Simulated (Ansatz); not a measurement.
`[SiH3]OB(O[SiH3])O[SiH3]` + `CC[TeH]` → `CC[Te][SiH3]` + `OB(O[SiH3])O[SiH3]`  (ligand exchange at the Si–O bond)

Calculated with Ansatz (gas phase, PBE0-D4/def2-TZVP geometries, no zero-point term in ΔE). CBS: MP2 limit from def2 TZ/QZ plus the TZ coupled-cluster correction, frozen cores. Elements past krypton have def2 core potentials. For Te outer-core shells are correlated without core-valence functions, which leaves a few kJ/mol of doubt a bond. Each species was taken in one conformer, which may not be the lowest.

`[SiH3]OB(O[SiH3])O[SiH3]`:

Z-matrix (Å, degrees):
```
Si
O 1 1.655
H 1 1.484 2 110.4
H 1 1.484 2 110.4 3 -121.6
H 1 1.481 2 106.3 3 119.2
B 2 1.363 1 129.1 3 60.8
O 6 1.363 2 120.0 1 -0.0
O 6 1.363 2 120.0 1 180.0
Si 7 1.655 6 129.1 2 -180.0
Si 8 1.655 6 129.1 2 0.2
H 9 1.481 7 106.3 6 179.4
H 9 1.484 7 110.4 6 60.2
H 9 1.484 7 110.4 6 -61.4
H 10 1.481 8 106.3 6 180.0
H 10 1.484 8 110.4 6 60.8
H 10 1.484 8 110.4 6 -60.8
```

`CC[TeH]`:

Z-matrix (Å, degrees):
```
C
C 1 1.514
H 1 1.094 2 110.3
H 1 1.093 2 111.6 3 119.5
H 1 1.093 2 111.6 3 -119.6
Te 2 2.158 1 109.9 3 -180.0
H 2 1.089 1 111.7 3 -61.2
H 2 1.089 1 111.7 3 61.3
H 6 1.658 2 94.0 1 -179.8
```

`CC[Te][SiH3]`:

```xyz
12

C    -0.190    0.962    2.044
C    -0.376    0.439    0.636
Te    1.410   -0.590   -0.033
Si    0.471   -1.175   -2.255
H     0.007    0.152    2.750
H    -1.094    1.481    2.376
H     0.640    1.669    2.104
H    -0.559    1.245   -0.073
H    -1.194   -0.278    0.576
H     1.524   -1.929   -2.980
H    -0.747   -2.018   -2.120
H     0.108    0.044   -3.026
```

`OB(O[SiH3])O[SiH3]`:

```xyz
13

O    -0.434    2.648    0.529
B    -0.210    1.335    0.254
O    -1.105    0.707   -0.553
Si   -1.635   -0.769   -1.018
O     0.889    0.716    0.791
Si    1.718   -0.693    0.629
H     0.252    3.015    1.090
H    -1.081   -1.101   -2.354
H    -1.213   -1.805   -0.037
H    -3.115   -0.729   -1.084
H     1.286   -1.656    1.672
H     3.159   -0.386    0.798
H     1.489   -1.280   -0.717
```

| species | SCS-MP2/def2-TZVPP energy (Eh) |
| --- | --- |
| `[SiH3]OB(O[SiH3])O[SiH3]` | -1122.93105 |
| `CC[TeH]` | -347.03373 |
| `CC[Te][SiH3]` | -637.29411 |
| `OB(O[SiH3])O[SiH3]` | -832.65113 |

(1) Work out ΔE.

Largest T1 diagnostic among the species: 0.012.

## Answers

(1) ΔE = (-637.29411) + (-832.65113) − (-1122.93105) − (-347.03373) = 0.01954 Eh = +51.3 kJ/mol. CCSD(T)/CBS gives +42.0 kJ/mol.

In def2-TZVPP, CCSD(T) changes the Hartree–Fock value by −17.3 kJ/mol (the triples alone add −3.3 kJ/mol) and MP2 by −23.2 kJ/mol. From PBE to PBE0 (25 % exact exchange), in def2-TZVPP and without D4, ΔE moves by +4.1 kJ/mol.
